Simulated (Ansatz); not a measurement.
Computed with Ansatz.

CH₄GeOSe, SMILES `O=C[Se][GeH3]` at its PBE0-D4/def2-TZVP geometry, where that method's forces vanish. Total charge 0; spin multiplicity 1.

```
atom   x (Å)   y (Å)   z (Å)
  O1   0.864  -0.723  -1.509
  C2  -0.216  -1.189  -1.301
 Se3  -1.377  -0.692   0.146
 Ge4   0.147   0.908   1.007
  H5  -0.671  -1.972  -1.933
  H6   0.388   1.986  -0.051
  H7   1.441   0.198   1.410
  H8  -0.574   1.485   2.232
```

(1) For each bond, give half the difference of the two atoms' forces along it (eV/Å; positive pushes the atoms apart) under PBE-D4, r2SCAN-D4, B3LYP-D4, ωB97M-V in def2-TZVPP. (Estimate.)

## Answers

(1) The calculation gave: 
| bond | length (Å) | PBE-D4 | r2SCAN-D4 | B3LYP-D4 | ωB97M-V |
| --- | --- | --- | --- | --- | --- |
| O1–C2 | 1.194 | 1.04 | 0.39 | 0.26 | 0.15 |
| C2–Se3 | 1.921 | 0.02 | 0.09 | 0.18 | -0.03 |
| C2–H5 | 1.105 | -0.14 | -0.15 | -0.20 | -0.13 |
| Se3–Ge4 | 2.371 | 0.18 | 0.04 | 0.24 | -0.02 |
| Ge4–H6 | 1.530 | 0.07 | -0.04 | -0.03 | -0.08 |
| Ge4–H7 | 1.530 | 0.07 | -0.04 | -0.03 | -0.08 |
| Ge4–H8 | 1.534 | 0.06 | -0.06 | -0.04 | -0.05 |

B3LYP here is the variant with VWN-RPA as its local correlation; programs differ in this.
